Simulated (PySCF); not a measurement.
# [Yb(H2S)]3+ at several levels of theory

Computed with PySCF 2.14.0 (density fitting, no spin-orbit coupling) at the geometry relaxed with TPSS:

```xyz
4
[Yb(H2S)]3+ (singlet in the valence; each metal's 4f electrons, 13 of them, lie in its core potential, out of spins and levels)
Yb    0.0000    0.0175   -0.3685
S     0.0000   -0.0186    2.3438
H     1.0554    0.7360    2.8334
H    -1.0554    0.7360    2.8334
```

```
level                                                 basis    state  HOMO (eV)  gap (eV)  charge on Yb1 (e)  population of f-type functions on Yb1 (polarisation alone where 4f lies in the core)  dipole about the centre of mass (D)  largest force component (eV/Å)
 TPSS     Yb lcecp-1-SVP with ECP59, S def2-SVP, H def2-SVP  singlet     -23.66      2.64               2.31                                                                                  0.00                                 3.32                            0.00
 TPSS  Yb lcecp-1-TZVP with ECP59, S def2-TZVP, H def2-TZVP  singlet     -23.55      2.59               2.37                                                                                  0.01                                 3.36                            0.25
```

In the lcecp rows the 4f levels are missing from HOMO and gap, and the state counts the valence alone.

Charges are Mulliken's, which hang on the basis. The relaxation used the grid (50, 194), these runs (75, 302) or, all-electron (x2c bases, spin-free X2C Hamiltonian), (99, 590).

(1) Order these levels, in the first row's basis, by the HOMO–LUMO gap they give here, smallest first.
A. PBE
B. HF
C. wB97X
D. B3LYP

(2) And their other results?

No frequency check is given that shows the relaxed geometry to be a minimum. An lcecp potential fixes the number of 4f electrons, so in runs with it no electron can move into or out of that shell.

Results:

(1) A (2.41 eV), D (3.77 eV), C (8.97 eV), B (9.76 eV).

(2) 
```json
{"level": "wB97X", "state": "singlet", "HOMO (eV)": "-26.74", "gap (eV)": "8.97", "charge on Yb1 (e)": "2.37", "population of f-type functions on Yb1 (polarisation alone where 4f lies in the core)": "0.01", "dipole about the centre of mass (D)": "2.50", "largest force component (eV/Å)": "0.29"}
{"level": "B3LYP", "state": "singlet", "HOMO (eV)": "-24.43", "gap (eV)": "3.77", "charge on Yb1 (e)": "2.30", "population of f-type functions on Yb1 (polarisation alone where 4f lies in the core)": "0.01", "dipole about the centre of mass (D)": "3.22", "largest force component (eV/Å)": "0.07"}
{"level": "PBE", "state": "singlet", "HOMO (eV)": "-23.67", "gap (eV)": "2.41", "charge on Yb1 (e)": "2.27", "population of f-type functions on Yb1 (polarisation alone where 4f lies in the core)": "0.00", "dipole about the centre of mass (D)": "3.64", "largest force component (eV/Å)": "0.26"}
{"level": "HF", "state": "singlet", "HOMO (eV)": "-26.89", "gap (eV)": "9.76", "charge on Yb1 (e)": "2.46", "population of f-type functions on Yb1 (polarisation alone where 4f lies in the core)": "0.01", "dipole about the centre of mass (D)": "2.03", "largest force component (eV/Å)": "0.74"}
```
